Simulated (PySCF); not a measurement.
C3H4O2Si, SMILES C#C[SiH2]C(=O)O.

Geometry optimised at PBE0-D3(BJ)/def2-SVP. This is a generated structure with no PubChem entry under its InChIKey; it may be hypothetical. One conformer was computed; it need not be the lowest.

The numbers are results of TDA-ωB97X/def2-SVPD (PySCF), not measurements.

Vertical excitations. The molecule is in vacuum. State labels are in the subgroup Cs.

Computed UV-visible absorptions:
```
state  symmetry  energy (eV)  λ (nm)      f                                                                  main pairs
-----  --------  -----------  ------  -----  --------------------------------------------------------------------------
S1           A"         5.24     237  0.004                                            HOMO→LUMO 67 %, HOMO→LUMO+3 13 %
S2           A"         6.00     207  0.000                                         HOMO−1→LUMO+1 60 %, HOMO→LUMO+3 9 %
S3           A'         6.24     199  0.004  HOMO−1→LUMO+3 25 %, HOMO−2→LUMO+1 25 %, HOMO→LUMO+1 21 %, HOMO−1→LUMO 20 %
S4           A"         6.26     198  0.001  HOMO−1→LUMO+1 27 %, HOMO→LUMO+3 21 %, HOMO−2→LUMO+3 20 %, HOMO−2→LUMO 19 %
S5           A'         7.73     160  0.019                                          HOMO→LUMO+2 48 %, HOMO−3→LUMO 19 %
S6           A'         8.00     155  0.273                       HOMO→LUMO+1 49 %, HOMO−1→LUMO 21 %, HOMO−2→LUMO+1 7 %
S7           A"         8.18     152  0.002       HOMO−5→LUMO 44 %, HOMO−2→LUMO+3 16 %, HOMO−2→LUMO 10 %, HOMO→LUMO 7 %
S8           A'         8.22     151  0.001    HOMO−1→LUMO 28 %, HOMO→LUMO+5 15 %, HOMO→LUMO+2 11 %, HOMO−1→LUMO+3 10 %
S9           A'         8.39     148  0.182    HOMO→LUMO+4 18 %, HOMO−1→LUMO 17 %, HOMO→LUMO+5 17 %, HOMO−1→LUMO+3 10 %
S10          A"         8.44     147  0.016                                      HOMO−1→LUMO+2 61 %, HOMO−1→LUMO+4 22 %
T1           A"         4.58     271      0                          HOMO→LUMO 66 %, HOMO→LUMO+3 15 %, HOMO−2→LUMO 10 %
T2           A'         4.95     251      0  HOMO−2→LUMO+1 27 %, HOMO−1→LUMO+3 25 %, HOMO→LUMO+1 18 %, HOMO−1→LUMO 14 %
T3           A'         5.47     227      0  HOMO−1→LUMO+3 30 %, HOMO−2→LUMO+1 22 %, HOMO−1→LUMO 20 %, HOMO→LUMO+1 16 %
T4           A"         5.48     226      0  HOMO−1→LUMO+1 49 %, HOMO−2→LUMO+3 14 %, HOMO→LUMO+3 11 %, HOMO−2→LUMO 10 %
```
Triplets are in the Tamm–Dancoff approximation.
